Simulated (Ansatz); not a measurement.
Molecule: sum formula MoO2F, charge 0, multiplicity 2. The spin state was set by rule; other spins were not relaxed. SMILES: [O]=[Mo](=[O])[F]
Coordinates optimised at B3LYP-D3(BJ)/def2-TZVP (Ansatz, a quantum-chemistry and plane-wave program):
```xyz
4

Mo     0.0212    -0.0412    -0.1252
O     -1.3401    -1.0131     0.0890
O     -0.4295     1.5162    -0.5888
F      1.4741    -0.2550     1.0287
```
Charge 0, spin multiplicity 2.

Property: atomisation energy (electronic, to ground-state atoms), in kcal/mol. Valence correlation only, unless marked. Open shells are spin-unrestricted. No spin-orbit coupling. Frozen are the shells of the preceding noble gas and the d and f shells that filled before the atom's block. In def2 rows, elements after Kr have scalar-relativistic effective core potentials. The coupled-cluster limit lacks core correlation, which all-electron functionals hold. CBS marks a two-point X^-3 extrapolation of the correlation energy; Hartree-Fock from the larger set. [CCSD(T)-MP2]/basis is that difference in the basis named.

```csv
level,program,atomisation energy (kcal/mol)
HF/def2-TZVPPD,Ansatz,161.1
```

Problem. Predict the RI-MP2/CBS(def2-TZVPP,def2-QZVPP)+[CCSD(T)-MP2]/def2-TZVPP result (Ansatz).

Solution. 411.8 kcal/mol
